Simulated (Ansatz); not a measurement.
An input meant for [SiMe3]- (C3H9Si⁻) (charge -1, singlet; scaled by 0.92).

```yaml
crystal:
  periodic: [false, false, false]
  atoms:
    - {symbol: Si, position_ang: [0.000715, 0.002339, 0.964157]}
    - {symbol: C, position_ang: [1.558904, -0.006629, 0.056765]}
    - {symbol: H, position_ang: [2.123232, 0.806856, 0.283798]}
    - {symbol: H, position_ang: [1.413262, -0.007665, -0.954205]}
    - {symbol: H, position_ang: [2.115186, -0.824881, 0.286566]}
    - {symbol: C, position_ang: [-0.773529, 1.353627, 0.055306]}
    - {symbol: H, position_ang: [-0.703271, 1.225042, -0.955538]}
    - {symbol: H, position_ang: [-0.342106, 2.245101, 0.281020]}
    - {symbol: H, position_ang: [-1.759397, 1.436455, 0.285458]}
    - {symbol: C, position_ang: [-0.785269, -1.346579, 0.061884]}
    - {symbol: H, position_ang: [-1.772201, -1.418394, 0.291241]}
    - {symbol: H, position_ang: [-0.362943, -2.240974, 0.293119]}
    - {symbol: H, position_ang: [-0.712590, -1.224307, -0.949572]}
basis:
  gaussian: {orbitals: def2-mTZVPP}
total_charge: -1
hamiltonian: {xc: {name: wB97M-V}, dispersion: rvv10}
accuracy: high
scf: {omitted_lower_state_checks: [starts]}
output: {forces: true}
```

```sh
$ ansatz run in.yaml --threads 4 --pin off --events-out ev --progress --plain --max-ram 3916MiB
```

Predict how Ansatz answers.

The program refused the input. The functional holds a nonlocal dispersion part already, so the dispersion key must go.
```
Error: invalid value for `hamiltonian.dispersion`: this functional's text states its nonlocal part
```
